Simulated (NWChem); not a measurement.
System: C₂H₇GeN, singlet; SMILES C[N](C)[GeH]

```xyz
11

Ge    -0.0224     1.0575     0.0000
H      1.5762     1.1704     0.0000
N      0.0012    -0.7728     0.0000
C     -1.2451    -1.5048     0.0000
C      1.1586    -1.6357     0.0000
H     -1.3317    -2.1565    -0.8900
H     -1.3317    -2.1565     0.8900
H     -2.0999    -0.8125     0.0000
H      1.1674    -2.2948     0.8893
H      1.1674    -2.2948    -0.8893
H      2.0810    -1.0415     0.0000
```
Atoms are numbered in this order, from 1.

Results from NWChem. Pople sets run with spherical d functions. Low-valent species are run as closed-shell singlets; no triplet was tried in these runs. Geometry: optimised at PBE0/def2-SVP. Level TPSS/6-31G*: energy and gradient; each run changes one setting, and changes count from the defaults (medium grid, exact Coulomb integrals, symmetry on).

**Question.** Which setting moves the energy most, and by about how much (Becke weights; extra-fine grid; coarse grid; Coulomb fitting, Weigend set; defaults)?

**Answer.** Coulomb fitting, Weigend set, by about 500 μHa.
| setting | size of the energy change (μHa) | largest change of a gradient component (μHa/bohr) | time, defaults = 1 (rough) |
|---|---|---|---|
| defaults | < 10 | < 30 | about 1 |
| extra-fine grid | 20 | 50 | about 1 |
| coarse grid | 50 | 1000 | about 1 |
| Becke weights | 40 | 100 | about 1 |
| Coulomb fitting, Weigend set | 500 | 100 | 0.4 |
